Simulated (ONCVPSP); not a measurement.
Transferability test, ONCV potential for Rh (Z = 45)

rhodium (Rh), optimised norm-conserving Vanderbilt (ONCV), made with ONCVPSP 4.0.1 (PBE, scalar-relativistic). Core [Ar] 3d10, reference 4s2 4p6 4d8 5s1. Waves: 4s+5s: rc 1.75 bohr, ncon 4, nbas 9, qcut 6 1/bohr, 2 projectors; 4p: rc 1.25 bohr, ncon 4, nbas 9, qcut 7.3 1/bohr, 1 projector; 4d: rc 1.25 bohr, ncon 3, nbas 7, qcut 11.6 1/bohr, local. Local part: the d channel. Core correction: Teter function, fcfact 3, rcfact 1.75.

Energies are relative to the spin-unpolarised reference configuration 4s2 4p6 4d8 5s1; without spin polarisation the order of configurations can differ from experiment.

```tsv
valence configuration	charge	ΔE all-electron (eV)	error AE − PS (meV)
4s2 4p6 4d7 5s0	+2	26.971	-2.5
4s2 4p6 4d6 5s0	+3	59.476	-2.2
```

Question: What are ΔE and the potential's error for 4s2 4p6 4d8 5s0?

Answer: ΔE = 7.461 eV all-electron; the error (AE − PS) is -3.1 meV.

Question: What are ΔE and the potential's error for 4s1 4p6 4d8 5s1?

Answer: ΔE = 89.044 eV all-electron; the error (AE − PS) is -433 meV.

Levels in the configuration 4s2 4p6 4d6 5s0:

```csv
level,all-electron (eV),pseudo (eV)
4s,-118.538,-118.571
4p,-86.074,-86.066
4d,-39.511,-39.506
```
